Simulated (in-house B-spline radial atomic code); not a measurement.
RPA and G0W0 on BLYP: F VII (F6+)

Configuration [He] 2s1, highest spin, mean-field start BLYP. Computed with a B-spline radial code for spherical atoms: all electrons, non-relativistic, point nucleus, each spin shell either full or empty, empty states to l = 9 with an (l + 1/2)⁻⁴ tail; G0W0 by contour deformation at full frequency.

Command:
```bash
python run_gw.py task.json out
```
Settings (radii: box in bohr, nucleus in fm):
```
Z                        9
electrons                3
configuration            [He] 2s1
hamiltonian              nr
method                   b88,lyp
lmax                     9
spin_polarised           True
box_radius               9.29
intervals                44
ion_configuration        1s2
```

Run time, properties included: 1.2 s on 1 thread of Arm Neoverse N1 (shared host).

Energies (hartree):

| term | value |
| --- | --- |
| mean-field total | -82.33552 |
| Hartree-Fock functional on these orbitals | -82.27752 |
| direct second order | -0.1914 |
| second-order exchange | 0.13909 |
| SOSEX correction | 0.11237 |

Problem. What is the RPA correlation energy, and what remains with SOSEX?

Solution. RPA gives -0.16256 hartree (-1.47 eV per electron); RPA + SOSEX gives -0.050198, and the second-order doubles -0.052305 hartree (no singles). SOSEX takes back 69 % of the RPA value.

Quasi-particle levels (eV):

```csv
level,occupied,mean field,Σx - vxc,Σc,QP weight,G0W0
2s up,yes,-173.67,-11.22,?,?,?
1s down,yes,-856.76,-52.75,3.53,0.960,-905.97
1s up,yes,-858.47,-55.25,3.89,0.945,-909.83
2s down,no,-165.38,12.16,-4.47,0.872,-157.69
```

G0W0 = mean field + (Σx - vxc) + Σc, with Σc (partial-wave tail included) taken at the quasi-particle energy.

Problem. Where does G0W0 put 2s up?

Solution. At -187.06 eV, with Σc = -2.17 eV and a quasi-particle weight of 0.958. The tabulated removal energy is 185.187 eV (NIST, measured).

Problem. What does it cost to remove one electron (to 1s2) by differences of total energies, each species on its own start (correlation terms add to the Hartree-Fock functional)?

Solution. BLYP 186.06 eV, Hartree-Fock functional 184.84 eV, + RPA 186.79 eV, + RPA + SOSEX 184.97 eV, + second order 184.99 eV. Tabulated: 185.187 eV (NIST, measured).
